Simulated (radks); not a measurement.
Values are calculated unless marked as measured or tabulated.
Task: All-electron atom: the neodymium ion Nd52+ in [He] 2s2 2p4. Code: a radial shooting solver on a logarithmic mesh with Libxc functionals. Model: Dirac Kohn-Sham, LB94 model potential, spin-unpolarised, spherical densities, finite nucleus; open shells fill j = l - 1/2 first; Fermi nuclear charge, rms radius 4.9123 fm. Some entries of the table are withheld. Estimate them.

orbital  occ.  eigenvalue (hartree)  <r^2> (bohr^2)
1s1/2       2             -1764.741       0.0007546
2s1/2       2             -407.0456             (1)
2p1/2       2                   (2)             (3)
2p3/2       2                   (4)             (5)

Result: 
(1) 2s1/2 <r^2> (bohr^2): 0.01124
(2) 2p1/2 eigenvalue (hartree): -397.2252
(3) 2p1/2 <r^2> (bohr^2): 0.008099
(4) 2p3/2 eigenvalue (hartree): -376.5023
(5) 2p3/2 <r^2> (bohr^2): 0.009208
